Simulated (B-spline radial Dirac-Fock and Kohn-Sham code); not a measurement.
X-ray lines that fill the 2p1/2 vacancy in Co⁸⁺

System: Co⁸⁺, configuration 1s2 2s2 2p6 3s2 3p6 3d1.

The computed values come from a radial finite-basis atomic code: a relativistic independent-particle model: LDA orbitals of the hole state, radiative multipoles to third order, Auger rates from the Coulomb interaction with a continuum orbital, Dirac-Fock energies.

| line | multipole | energy (eV) | width (meV) | share (%) |
| --- | --- | --- | --- | --- |
| Lη (L2-M1) | E1 | 719.7 | 0.250 | 25.9 |
| L2-M3 | E2 | 767.4 | 0.000619 | 0.0640 |
| Lβ1 (L2-M4) | E1 | 826.2 | 0.715 | 74.0 |

The listed lines hold 100.0 % of the radiative rate. The radiative width is 0.000966 eV in the length form and 0.00102 eV in the velocity form; the two differ because the transition energies are not eigenvalue differences of the potential that gave the orbitals.
